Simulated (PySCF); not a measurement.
Species: C2H6BFO.
Numbering: `[BH2:1][O:2][C@H:3]([CH3:4])[F:5]` (hydrogens: H6, H7 on B1; H8 on C3; H9, H10, H11 on C4)

Theory: PBE0-D3(BJ)/def2-SVP geometry optimisation, gas phase in PySCF.

(1) Give the optimised bond lengths and angles.

## Answers

(1) 
```
                 bond  length (Å)
                B1–O2       1.348
                O2–C3       1.396
                C3–C4       1.502
                C3–F5       1.364
         B1–H6, B1–H7       1.210
                C3–H8       1.106
C4–H9, C4–H10, C4–H11       1.099
```

Bonds in one row agree within 0.01 Å and their mean is given. A selection of angles:
```
    angle  degrees
 O2–B1–H6    119.8
 O2–B1–H7    116.8
 H6–B1–H7    123.3
 B1–O2–C3    121.9
 O2–C3–C4    110.0
 O2–C3–F5    107.5
 O2–C3–H8    109.5
 C4–C3–F5    109.6
 C4–C3–H8    112.8
 F5–C3–H8    107.2
 C3–C4–H9    110.4
H9–C4–H10    109.1
```

Torsions: B1–O2–C3–C4 -147° (anticlinal).

B1 (three-coordinate boron) is planar (angles 123.3°, 119.8° and 116.8°, sum 360.0°, 0.01 Å off the plane of its three neighbours). Of the pairs four or more bonds apart, H6···H8 is among the closest relative to their van der Waals radii: 2.30 Å, 96 % of the sum of Bondi's values.

Point group: C1 (no symmetry element, even within 0.4 Å). PBE0-D3(BJ)/def2-SVP frequencies: not computed here. One conformer, not necessarily the lowest (H–B1–O2–C3 4° and -177°, B1–O2–C3–C4 -147°).
